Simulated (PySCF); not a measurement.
**Run times: antimony in even-tempered 20s14p9d5f4g**

Measured wall times of calculations with PySCF 2.14 in an even-tempered Gaussian basis (20 s from 0.68 bohr⁻², ratio 2.5; 14 p from 0.88 bohr⁻², ratio 2.5; 9 d from 1.6 bohr⁻², ratio 2.5; 5 f from 7.1 bohr⁻², ratio 2.7; 4 g from 11 bohr⁻², ratio 2.7), with the spin-free X2C one-electron Hamiltonian (Gaussian nucleus), run from one Python driver. Hardware: 2 threads of Neoverse-V2 on a shared host, 2.6 GiB allowed. The two-electron integrals over 178 functions were computed once and kept in memory (1.8 CPU seconds with the set-up); the times below exclude them. Kohn-Sham runs start from converged Hartree-Fock orbitals.

Launch command (the driver calls PySCF for each step listed in the task file):

```bash
OMP_NUM_THREADS=2 python atomrun2.py TASK.json OUT
```

```csv
species,step,iterations,wall time (s)
Sb¹⁵⁺ [Kr],BHandHLYP,4,3.6
Sb¹⁵⁺ [Kr],r2SCAN0,5,6.7
Sb¹⁶⁺ [Ar] 3d10 4s2 4p5,BHandHLYP,5,4.3
Sb¹⁶⁺ [Ar] 3d10 4s2 4p5,r2SCAN0,5,6.7
Sb¹⁷⁺ [Ar] 3d10 4s2 4p4,BHandHLYP,5,4.3
Sb¹⁷⁺ [Ar] 3d10 4s2 4p4,r2SCAN0,5,6.7
```

Peak memory of the process: 1.3 GiB. Times on a shared host vary from run to run.
